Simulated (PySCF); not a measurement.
Start geometry of `O=C(O)[C@@H]1[CH]C=CO1` [radical] from GFN2-xTB (Å):
```
atom  x, y, z in Å
O1     2.5173   -0.6571    0.5650
C2     1.5793    0.0590    0.3466
O3     1.6247    1.1257   -0.4457
C4     0.1547   -0.2218    0.8524
C5    -0.4673   -1.1151   -0.1760
C6    -1.4906   -0.3934   -0.7560
C7    -1.5714    0.8228   -0.1166
O8    -0.6441    0.9428    0.8682
H9     2.5169    1.2409   -0.8103
H10    0.2309   -0.6481    1.8619
H11   -0.0999   -2.0898   -0.4150
H12   -2.1292   -0.7202   -1.5520
H13   -2.2303    1.6553   -0.2579
```

Q: What comes out of this run: PBE0-D3(BJ)/def2-SVP geometry optimisation, gas phase (PySCF)?

A: 
```
atom  x, y, z in Å
O1     2.539   -0.629    0.593
C2     1.621    0.100    0.329
O3     1.729    1.200   -0.412
C4     0.190   -0.197    0.762
C5    -0.475   -1.125   -0.213
C6    -1.573   -0.450   -0.723
C7    -1.625    0.794   -0.118
O8    -0.621    0.969    0.770
H9     2.661    1.262   -0.673
H10    0.260   -0.605    1.789
H11   -0.115   -2.125   -0.447
H12   -2.280   -0.818   -1.466
H13   -2.320    1.625   -0.227
```

The energy falls by 1.3 kcal/mol over 9 energy and gradient evaluations, the largest force component goes from 0.0133 to 1.6e-04 Eh/bohr, and the atoms move by 0.110 Å rms after alignment. The bond that changes most is C5–H11 (ends: carbon bonded to 2 C and H; hydrogen on carbon), which lengthens by 0.019 Å. Bonds longer at the end by more than 0.005 Å: 7 of 13; shorter: 2. Among the angles that change most is C2–C4–C5, from 105.5° to 110.6°. Rotational constants go from 4431, 1749, 1559 to 4511, 1695, 1475 MHz. The orientation of the end geometry is arbitrary; only internal coordinates are fixed.

The run used 137 basis functions and 68 SCF cycles in all. Time: 97 s wall. Hardware: one thread of an x86-64 server, shared host.

PBE0-D3(BJ)/def2-SVP frequencies: not computed here. ⟨S²⟩ = 0.779 (exact for a doublet: 0.75).

One conformer stands for the species.
